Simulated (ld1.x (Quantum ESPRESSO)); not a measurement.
# Configuration tests for carbon (C) (RRKJ)

C (Z = 6), norm-conserving RRKJ (Kleinman–Bylander form), made with ld1.x (Quantum ESPRESSO) 7.5 (LDA (PZ), non-relativistic). Core [He], reference 2s2 2p2. Waves: 2p (bound): rc 2.35 bohr; 2s (bound): rc 1.30 bohr. Local part: the s channel. Core correction: none. rho0 = 0.01.

Energies are relative to the spin-unpolarised reference configuration 2s2 2p2; without spin polarisation the order of configurations can differ from experiment. Spin-polarised rows fill each open shell by Hund’s rule, majority spin first. The frozen-core shift is the all-electron ΔE with the core orbitals held at their reference shape minus the fully relaxed ΔE.

```json
{"valence configuration": "2s2 2p1", "charge": "+1", "ΔE all-electron (eV)": "10.992", "error AE − PS (meV)": "+75", "frozen-core shift (meV)": "+0.3"}
{"valence configuration": "2s2 2p0", "charge": "+2", "ΔE all-electron (eV)": "35.254", "error AE − PS (meV)": "+666", "frozen-core shift (meV)": "+4.0"}
{"valence configuration": "2s1 2p0", "charge": "+3", "ΔE all-electron (eV)": "83.203", "error AE − PS (meV)": "+1360", "frozen-core shift (meV)": "+23"}
{"valence configuration": "2s1 2p2", "charge": "+1", "ΔE all-electron (eV)": "19.469", "error AE − PS (meV)": "-68", "frozen-core shift (meV)": "+0.9"}
{"valence configuration": "2s0 2p4", "charge": "0", "ΔE all-electron (eV)": "16.487", "error AE − PS (meV)": "-15", "frozen-core shift (meV)": "+1.9"}
{"valence configuration": "2s2 2p1.5", "charge": "+0.5", "ΔE all-electron (eV)": "4.030", "error AE − PS (meV)": "+11", "frozen-core shift (meV)": "0.0"}
{"valence configuration": "2s2 2p2.3", "charge": "-0.3", "ΔE all-electron (eV)": "-1.200", "error AE − PS (meV)": "+1.0", "frozen-core shift (meV)": "0.0"}
{"valence configuration": "2s2 2p1 (spin-polarised)", "charge": "+1", "ΔE all-electron (eV)": "10.595", "error AE − PS (meV)": "+90", "frozen-core shift (meV)": "+1.0"}
```

(1) What are ΔE and the potential's error for 2s2 2p2 (spin-polarised)?

Results:

(1) ΔE = -1.129 eV all-electron; the error (AE − PS) is +59 meV.
